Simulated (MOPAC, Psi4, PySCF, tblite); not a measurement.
Intermolecular potential of C2H2 ··· C4H5N (SMILES C#C and c1cc[nH]c1). Monomers: optimised at B3LYP-D3(BJ) (def2-TZVP), held rigid. Orientation: a random orientation, not optimised. Only R, the distance of the centres of mass, is varied, so the lowest point isn't the relaxed dimer.

Geometry at R = 5.22 Å (first 4 atoms: monomer A):
```
14

C     -0.5965     0.0052     0.0478
C      0.5965    -0.0052    -0.0478
H     -1.6557     0.0145     0.1325
H      1.6557    -0.0146    -0.1325
C      3.1578    -0.6769     3.6648
C      2.0302     0.1743     3.5074
C      1.6238     0.5549     4.7635
N      2.4658    -0.0364     5.6694
C      3.4040    -0.7890     5.0118
H      3.7223    -1.1516     2.8799
H      1.5712     0.4723     2.5798
H      0.8154     1.1894     5.0825
H      2.4044     0.0665     6.6659
H      4.1598    -1.3352     5.5489
```

- PM3, restricted, heats of formation (MOPAC)
- GFN2-xTB (tblite)
- RKS-B3LYP/6-31G* = restricted B3LYP/6-31G*, spherical d, no counterpoise correction in PySCF
- SAPT0/jun-cc-pVDZ, frozen core (Psi4)

Interaction energies in kcal/mol; the last columns give the difference from SAPT0:

```json
[
 {"R / Å": "4.58", "PM3": "0.39", "GFN2-xTB": "0.25", "RKS-B3LYP/6-31G*": "2.28", "SAPT0/jun-cc-pVDZ": "2.01", "PM3 − SAPT0/jun-cc-pVDZ": "-1.62", "GFN2-xTB − SAPT0/jun-cc-pVDZ": "-1.77", "RKS-B3LYP/6-31G* − SAPT0/jun-cc-pVDZ": "0.26"},
 {"R / Å": "4.84", "PM3": "-0.53", "GFN2-xTB": "-0.59", "RKS-B3LYP/6-31G*": "0.57", "SAPT0/jun-cc-pVDZ": "0.44", "PM3 − SAPT0/jun-cc-pVDZ": "-0.97", "GFN2-xTB − SAPT0/jun-cc-pVDZ": "-1.03", "RKS-B3LYP/6-31G* − SAPT0/jun-cc-pVDZ": "0.13"},
 {"R / Å": "4.99", "PM3": "-0.58", "GFN2-xTB": "-0.72", "RKS-B3LYP/6-31G*": "0.12", "SAPT0/jun-cc-pVDZ": "0.02", "PM3 − SAPT0/jun-cc-pVDZ": "-0.60", "GFN2-xTB − SAPT0/jun-cc-pVDZ": "-0.75", "RKS-B3LYP/6-31G* − SAPT0/jun-cc-pVDZ": "0.10"},
 {"R / Å": "5.22", "PM3": "-0.43", "GFN2-xTB": "-0.73", "RKS-B3LYP/6-31G*": "-0.18", "SAPT0/jun-cc-pVDZ": "-0.26", "PM3 − SAPT0/jun-cc-pVDZ": "-0.18", "GFN2-xTB − SAPT0/jun-cc-pVDZ": "-0.47", "RKS-B3LYP/6-31G* − SAPT0/jun-cc-pVDZ": "0.08"},
 {"R / Å": "5.41", "PM3": "-0.30", "GFN2-xTB": "-0.65", "RKS-B3LYP/6-31G*": "-0.25", "SAPT0/jun-cc-pVDZ": "-0.32", "PM3 − SAPT0/jun-cc-pVDZ": "0.02", "GFN2-xTB − SAPT0/jun-cc-pVDZ": "-0.33", "RKS-B3LYP/6-31G* − SAPT0/jun-cc-pVDZ": "0.07"},
 {"R / Å": "5.58", "PM3": "-0.21", "GFN2-xTB": "-0.57", "RKS-B3LYP/6-31G*": "-0.24", "SAPT0/jun-cc-pVDZ": "-0.31", "PM3 − SAPT0/jun-cc-pVDZ": "0.10", "GFN2-xTB − SAPT0/jun-cc-pVDZ": "-0.26", "RKS-B3LYP/6-31G* − SAPT0/jun-cc-pVDZ": "0.07"},
 {"R / Å": "5.94", "PM3": "-0.10", "GFN2-xTB": "-0.40", "RKS-B3LYP/6-31G*": "-0.16", "SAPT0/jun-cc-pVDZ": "-0.24", "PM3 − SAPT0/jun-cc-pVDZ": "0.14", "GFN2-xTB − SAPT0/jun-cc-pVDZ": "-0.16", "RKS-B3LYP/6-31G* − SAPT0/jun-cc-pVDZ": "0.08"},
 {"R / Å": "6.22", "PM3": "-0.06", "GFN2-xTB": "-0.30", "RKS-B3LYP/6-31G*": "-0.09", "SAPT0/jun-cc-pVDZ": "-0.18", "PM3 − SAPT0/jun-cc-pVDZ": "0.12", "GFN2-xTB − SAPT0/jun-cc-pVDZ": "-0.12", "RKS-B3LYP/6-31G* − SAPT0/jun-cc-pVDZ": "0.09"},
 {"R / Å": "6.69", "PM3": "-0.03", "GFN2-xTB": "-0.18", "RKS-B3LYP/6-31G*": "-0.02", "SAPT0/jun-cc-pVDZ": "-0.11", "PM3 − SAPT0/jun-cc-pVDZ": "0.08", "GFN2-xTB − SAPT0/jun-cc-pVDZ": "-0.08", "RKS-B3LYP/6-31G* − SAPT0/jun-cc-pVDZ": "0.09"},
 {"R / Å": "7.40", "PM3": "-0.01", "GFN2-xTB": "-0.09", "RKS-B3LYP/6-31G*": "0.01", "SAPT0/jun-cc-pVDZ": "-0.05", "PM3 − SAPT0/jun-cc-pVDZ": "0.03", "GFN2-xTB − SAPT0/jun-cc-pVDZ": "-0.04", "RKS-B3LYP/6-31G* − SAPT0/jun-cc-pVDZ": "0.06"},
 {"R / Å": "8.43", "PM3": "-0.01", "GFN2-xTB": "-0.03", "RKS-B3LYP/6-31G*": "0.01", "SAPT0/jun-cc-pVDZ": "-0.02", "PM3 − SAPT0/jun-cc-pVDZ": "0.01", "GFN2-xTB − SAPT0/jun-cc-pVDZ": "-0.02", "RKS-B3LYP/6-31G* − SAPT0/jun-cc-pVDZ": "0.02"},
 {"R / Å": "9.69", "PM3": "0.00", "GFN2-xTB": "-0.01", "RKS-B3LYP/6-31G*": "0.00", "SAPT0/jun-cc-pVDZ": "0.00", "PM3 − SAPT0/jun-cc-pVDZ": "0.00", "GFN2-xTB − SAPT0/jun-cc-pVDZ": "-0.01", "RKS-B3LYP/6-31G* − SAPT0/jun-cc-pVDZ": "0.01"}
]
```

PM3 is furthest from SAPT0/jun-cc-pVDZ at 4.58 (-1.62 kcal/mol, below); its mean absolute difference over the points is 0.32 kcal/mol.

GFN2-xTB is furthest from SAPT0/jun-cc-pVDZ at 4.58 (-1.77 kcal/mol, below); its mean absolute difference over the points is 0.42 kcal/mol.

RKS-B3LYP/6-31G* is furthest from SAPT0/jun-cc-pVDZ at 4.58 (0.26 kcal/mol, above); its mean absolute difference over the points is 0.09 kcal/mol.
